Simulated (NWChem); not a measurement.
System: CH₃Cl₂FSi; SMILES Cl[SiH](Cl)CF

The following NWChem deck was run.

```
start job
memory heap 200 mb stack 900 mb global 1100 mb
geometry units angstroms
  F     -2.222719    -0.116657    -0.592635
  C     -1.691140    -0.346693     0.658322
  Si     0.223406    -0.124485     0.645280
  Cl     0.660236     1.755092     0.102160
  Cl     1.025660    -1.436973    -0.640176
  H     -1.989332    -1.360844     0.936486
  H     -2.185708     0.354545     1.335411
  H      0.698049    -0.384639     1.997600
end
basis spherical
  * library 6-31g*
end
dft
  xc b3lyp
  iterations 150
end
driver
  maxiter 120
end
task dft optimize
task dft freq
```

The level has its own optimisation; frequencies are unscaled.

Problem. Predict the main results of this run. (B3LYP/6-31G* (spherical d).) Quantities: r C–F (Å); r C–Si (Å); r C–H (Å); r Cl–Si (Å); highest harmonic frequency (cm⁻¹); lowest (cm⁻¹); zero-point energy (kcal/mol); dipole (D).

Solution. The r C–F (Å) is 1.392 and the r C–Si (Å) is 1.898. The r C–H (Å) is 1.099 and the r Cl–Si (Å) is 2.064. The highest harmonic frequency (cm⁻¹) is 3079. The lowest (cm⁻¹) is 58 and the zero-point energy (kcal/mol) is 26.7. The dipole (D) is 2.91.
